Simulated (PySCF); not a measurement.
Species: C4H7Si (doublet state).
Structure used (GFN2-xTB), in Å, numbered top down from 1:
```xyz
12
C4H7Si angstrom
Si     2.186   -0.078    0.662
C      0.444   -0.148    0.156
C     -0.516   -1.104    0.036
C     -1.572   -0.158   -0.444
C     -0.497    0.946   -0.318
H      2.910   -1.256    1.090
H      2.888    1.188    0.655
H     -0.539   -2.163    0.216
H     -1.935   -0.331   -1.459
H     -2.431   -0.037    0.218
H     -0.217    1.421   -1.257
H     -0.720    1.718    0.418
```

The hyperfine couplings belong to this conformer and change with its torsions.

As a line formula: `[SiH2]C1=CCC1` [radical].

Method used: UKS B3LYP, pcH-1 on C H Si, non-relativistic, mean-field spin-orbit, GIAO in PySCF 2.14.0. Geometry: GFN2-xTB; no solvent, vibrations or thermal averaging. GFN2-xTB frequencies show an imaginary mode (67i cm⁻¹), so this geometry is no minimum at that level. The geometry wasn't refined by DFT: couplings that depend on bond lengths, twists or pyramidal angles can differ widely from those at the functional's own minimum, by a factor of two or more for some ions and for spin on atoms past the first row. No stability test was run, so a lower SCF solution isn't excluded.

Principal values of hyperfine tensors in MHz (contact, dipolar and spin–orbit terms together), for some of the nuclei:

| atom | isotope | A1 | A2 | A3 | alike by the symmetry of this geometry |
| --- | --- | --- | --- | --- | --- |
| Si1 | 29Si | -301.30 | -45.55 | -44.99 | none |
| H7 | 1H | -59.19 | -42.72 | -40.54 | none |
| H6 | 1H | -56.58 | -41.00 | -38.96 | none |
| H10 | 1H | 38.67 | 38.78 | 43.24 | H9 |
| C2 | 13C | -53.76 | -26.60 | -23.52 | none |
| C3 | 13C | 5.00 | 6.53 | 87.09 | none |
| H8 | 1H | -32.54 | -22.15 | -8.99 | none |
| H11 | 1H | -13.22 | -12.01 | -10.12 | H12 |

Question: Split each tensor into its isotropic and traceless parts, and turn a_iso into mT with g = 2.0035.

Answer: a_iso = (A1 + A2 + A3)/3, Ti = Ai − a_iso; 1 mT corresponds to 28.042 MHz. The tensors hold a spin–orbit part: the run splits a_iso into a_FC + a_SO, and T includes its anisotropic share.

```json
{"atom": "Si1", "a_iso (MHz)": "-130.61", "a_FC": "-131.70", "a_SO": "1.08", "a_iso (mT)": "-4.658", "T1": "-170.68", "T2": "85.06", "T3": "85.62"}
{"atom": "H7", "a_iso (MHz)": "-47.48", "a_FC": "-47.51", "a_SO": "0.02", "a_iso (mT)": "-1.693", "T1": "-11.70", "T2": "4.76", "T3": "6.94"}
{"atom": "H6", "a_iso (MHz)": "-45.52", "a_FC": "-45.54", "a_SO": "0.02", "a_iso (mT)": "-1.623", "T1": "-11.07", "T2": "4.52", "T3": "6.55"}
{"atom": "H10", "a_iso (MHz)": "40.23", "a_FC": "40.23", "a_SO": "0.00", "a_iso (mT)": "1.435", "T1": "-1.56", "T2": "-1.45", "T3": "3.01"}
{"atom": "C2", "a_iso (MHz)": "-34.63", "a_FC": "-34.64", "a_SO": "0.02", "a_iso (mT)": "-1.235", "T1": "-19.13", "T2": "8.02", "T3": "11.11"}
{"atom": "C3", "a_iso (MHz)": "32.87", "a_FC": "32.95", "a_SO": "-0.07", "a_iso (mT)": "1.172", "T1": "-27.87", "T2": "-26.34", "T3": "54.21"}
{"atom": "H8", "a_iso (MHz)": "-21.22", "a_FC": "-21.22", "a_SO": "0.00", "a_iso (mT)": "-0.757", "T1": "-11.31", "T2": "-0.92", "T3": "12.23"}
{"atom": "H11", "a_iso (MHz)": "-11.78", "a_FC": "-11.78", "a_SO": "0.00", "a_iso (mT)": "-0.420", "T1": "-1.44", "T2": "-0.23", "T3": "1.66"}
```

Question: What spin density at the nucleus of H8 lies behind its contact coupling (g_N = 5.58569)?

Answer: a_FC = (2μ0/3) gₑ μB g_N μN ρ(0)/(2S·h) = 800.24 MHz × g_N × ρ(0)/(2S), with ρ in bohr⁻³. With a_FC = -21.22 MHz and 2S = 1, ρ(0) = -0.004747 bohr⁻³. In magnitude that is 1.5 % of the 1/π = 0.318 of a free hydrogen atom.

Question: C4 (13C, g_N = 1.40482) isn't in the table. Its spin density at the nucleus is -0.01237 bohr⁻³. What is its contact coupling?

Answer: By the same relation, a_FC = -13.91 MHz. Its full tensor has the principal values -14.81, -13.59, -13.33 MHz.

Question: Which nucleus of the table has the largest anisotropic coupling, and what is its form?

Answer: Si1: -170.7, 85.1, 85.6 MHz (the dipolar term alone has -169.7, 84.6, 85.1), axial, in the ratio +1:+1:−2, the form that spin in one p orbital centred on that nucleus gives (the nuclear moment is negative).

Question: What first-order splitting does H6 cause when the field lies along A1, A2 or A3 of its tensor (g taken as isotropic, no quadrupole term)?

Answer: 2 lines (I = 1/2), spaced by |A_i|/(g × 13.996): 2.02, 1.46, 1.39 mT along the axes of A1, A2 and A3.
